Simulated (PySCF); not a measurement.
NMR data simulated for an unnamed compound:

¹H NMR (400 MHz, computed): δ 1.36 (s, 9H).

¹³C{¹H} NMR (computed): δ 122.8 (C), 52.1 (C), 34.3 (CH3).

- geometry: GFN2-xTB
- NMR shieldings at PBE0/pcSseg-1/GIAO
- program: PySCF 2.14.0 with density-fitted response routines
- one computed conformer, non-relativistic Hamiltonian, averaged over atoms made equivalent by symmetry, fast rotation or ring inversion, no solvent

Referencing at the same level of theory: ¹H and ¹³C vs TMS.

**Question.** Which of these does the molecule contain: a (CH3)2CH unit, a vinyl group CH=CH2, a Si–CH3 group, a tert-butyl group?

**Answer.** 
- A (CH3)2CH unit: no.
- A vinyl group CH=CH2: no.
- A Si–CH3 group: no.
- A tert-butyl group: yes (δC 34.3, 52.1; δH 1.36 (s)).

The data belong to tert-Butyl isocyanate (SMILES CC(C)(C)N=C=O); they needn't prove each group on their own.

Carbon signals by region: 1 in the sp2 and nitrile region (100–160 ppm), 1 at 50–100 ppm, 1 below 50 ppm.

Shifts are as computed. Against solution values, carbons near 30 ppm lie about +3 ppm off and those near 130 ppm about +5 ppm. Of 1211 compounds with measured shifts, 218 miss one by over three times the rms of a fit or turn the order of signals round; such compounds aren't used in these exercises.
